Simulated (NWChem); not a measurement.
# CH2F2O2Si; SMILES O=CO[SiH](F)F

```xyz
8

O     -0.9623    -1.8251     0.0000
C      0.2289    -1.8144     0.0000
O      0.9841    -0.6987     0.0000
Si     0.3832     0.8642     0.0000
F     -0.5184     1.1073    -1.2992
F     -0.5184     1.1073     1.2992
H      0.8768    -2.7145     0.0000
H      1.5424     1.7615     0.0000
```
Atoms are numbered in this order, from 1.

Program: NWChem. Coordinates come from a PBE0/def2-SVP optimisation. Ions are spin-unrestricted doublets at the neutral geometry; other ion states weren't tried. Functional: LC-ωPBE (HJS hole) with def2-SVP; rows give the range parameter ω in 1/bohr.

| range parameter (1/bohr) | vertical ionisation energy, ΔSCF (eV) | −ε(HOMO) (eV) | ΔSCF minus −ε(HOMO) (eV) |
|---|---|---|---|
| 0.10 | 11.01 | 8.47 | 2.54 |
| 0.25 | 11.43 | 10.30 | 1.13 |
| 0.35 | 11.62 | 11.21 | 0.41 |
| 0.50 | 11.79 | 12.22 | -0.43 |
| 0.80 | 11.87 | 13.37 | -1.50 |
